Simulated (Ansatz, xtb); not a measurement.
**C5H5ClNP: 4 structures ranked**

4 gas-phase structures of C5H5ClNP, from a drawn sample of its isomers (lower ones may exist). Each was relaxed with GFN2-xTB:

A. `CC1=NC=C(Cl)P=C1`, a singlet
B. `CC1=C(Cl)N=CP=C1`, a singlet
C. `CC1=CN=C(Cl)C=P1`, a singlet
D. `CC1=PC=CC(Cl)=N1`, a singlet

Problem. Which do you expect lowest at r2SCAN-D4/def2-SVP, and how would the others follow?

Solution. Calculated order at r2SCAN-D4/def2-SVP: D (0.000), C (0.012), B (0.024), A (0.100) eV. Less than 1 kcal/mol parts D and C; C and B, so the order within those pairs means little.

Energies above the lowest of each column, in eV; the last columns are at PBE0-D3(BJ)/def2-SVP geometries:

```json
{"structure": "D", "GFN2-xTB": "0.007", "HF/STO-3G": "0.078", "r2SCAN-D4/def2-SVP": "0.000", "PBE0-D3(BJ)/def2-SVP": "0.000", "CCSD(T)/def2-SVP + ΔMP2/def2-TZVPP": "0.000"}
{"structure": "C", "GFN2-xTB": "0.010", "HF/STO-3G": "0.019", "r2SCAN-D4/def2-SVP": "0.012", "PBE0-D3(BJ)/def2-SVP": "0.025", "CCSD(T)/def2-SVP + ΔMP2/def2-TZVPP": "0.004"}
{"structure": "B", "GFN2-xTB": "0.000", "HF/STO-3G": "0.063", "r2SCAN-D4/def2-SVP": "0.024", "PBE0-D3(BJ)/def2-SVP": "0.045", "CCSD(T)/def2-SVP + ΔMP2/def2-TZVPP": "0.034"}
{"structure": "A", "GFN2-xTB": "0.049", "HF/STO-3G": "0.000", "r2SCAN-D4/def2-SVP": "0.100", "PBE0-D3(BJ)/def2-SVP": "0.104", "CCSD(T)/def2-SVP + ΔMP2/def2-TZVPP": "0.042"}
```

CCSD(T)/def2-SVP + ΔMP2/def2-TZVPP has A and B and C and D within 1 kcal/mol of each other at the bottom, and every level picks one of them. ΔMP2 is the change of the MP2 energy from the smaller to the larger basis.

Over these structures GFN2-xTB departs from r2SCAN-D4/def2-SVP by 0.020 eV on average once a common shift is removed. A GFN2-xTB relaxation took about 0.082 s and the r2SCAN-D4/def2-SVP energy about 2.2 s on a shared host (Ansatz 0.2.0, xtb 6.7.1).
